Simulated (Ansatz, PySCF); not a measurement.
Caution: the highest occupied level lies above zero, so the state may not be bound. Caution: the restricted solution is unstable towards spin-unrestricted or complex orbitals, so a lower solution exists and this singlet may not be the ground state. This singlet lies 0.18 eV below the relaxed triplet at the level B3LYP/aug-cc-pVTZ // PBE0-D3(BJ)/def2-TZVPD (Ansatz, a first-principles code); other levels give the other order.

Cartesian coordinates (Å):
```xyz
7

B     -1.6892     0.3174     0.0526
Al     0.0634    -0.5880    -0.5309
N      1.7612    -0.2316     0.0343
H     -2.2641     1.0511    -0.7332
H     -2.4674    -0.3067     0.7538
H      2.0126     0.4710     0.7138
H      2.5835    -0.7132    -0.2903
```
Charge -1, spin multiplicity 1.

Q: What is the computed total energy and HOMO (PBE-D3(BJ)/def2-TZVPD // PBE0-D3(BJ)/def2-TZVPD run with PySCF)?

A: 
| Quantity | Result |
|---|---|
| total energy | -324.2193 Ha |
| HOMO | 1.22 eV |
